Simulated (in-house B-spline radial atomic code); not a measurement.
Orbital energies and mean radii along the 35-electron series, configuration [Ar] 3d10 4s2 4p5. The effective charge is n√(-2ε), a non-relativistic measure. Computed with an all-electron radial atomic-structure program (B-spline basis): Dirac-Hartree-Fock, average of the configuration, finite nuclei.

| ion | Z | energy of 3s1/2 (Eh) | mean radius of 3s1/2 (bohr) | energy of 4s1/2 (Eh) | mean radius of 4s1/2 (bohr) | effective charge of 3s1/2 |
| --- | --- | --- | --- | --- | --- | --- |
| Pm26+ | 61 | -91.891 | 0.25644 | -39.186 | 0.54095 | 40.67 |
| Sm27+ | 62 | -96.841 | 0.2509 | -41.621 | 0.52733 | 41.751 |
| Eu28+ | 63 | -101.93 | 0.24556 | -44.131 | 0.51435 | 42.835 |
| Gd29+ | 64 | ? | ? | ? | ? | ? |
| Tb30+ | 65 | ? | ? | ? | ? | ? |
| Dy31+ | 66 | -118.08 | 0.23064 | -52.114 | 0.47874 | 46.103 |
| Ho32+ | 67 | ? | ? | ? | ? | ? |
| Er33+ | 68 | -129.59 | 0.22152 | -57.819 | 0.45743 | 48.297 |
| Tm34+ | 69 | -135.57 | 0.21718 | -60.789 | 0.44741 | 49.399 |
| Yb35+ | 70 | -141.7 | 0.21298 | -63.837 | 0.43778 | 50.504 |
| Lu36+ | 71 | -147.99 | 0.2089 | -66.966 | 0.42851 | 51.613 |
| Hf37+ | 72 | -154.44 | 0.20496 | -70.174 | 0.41958 | 52.725 |

(1) Fill in the row of Gd29+.

(2) Fill in the row of Tb30+.

(3) Fill in the row of Ho32+.

(4) How does the screening of 3s1/2 change?

## Answers

(1) energy of 3s1/2 (Eh): -107.17; mean radius of 3s1/2 (bohr): 0.24041; energy of 4s1/2 (Eh): -46.716; mean radius of 4s1/2 (bohr): 0.50195; effective charge of 3s1/2: 43.921.

(2) energy of 3s1/2 (Eh): -112.55; mean radius of 3s1/2 (bohr): 0.23544; energy of 4s1/2 (Eh): -49.377; mean radius of 4s1/2 (bohr): 0.49009; effective charge of 3s1/2: 45.011.

(3) energy of 3s1/2 (Eh): -123.76; mean radius of 3s1/2 (bohr): 0.22601; energy of 4s1/2 (Eh): -54.928; mean radius of 4s1/2 (bohr): 0.46786; effective charge of 3s1/2: 47.199.

(4) Z less the effective charge goes from 20.33 at Z = 61 to 19.28 at Z = 72.
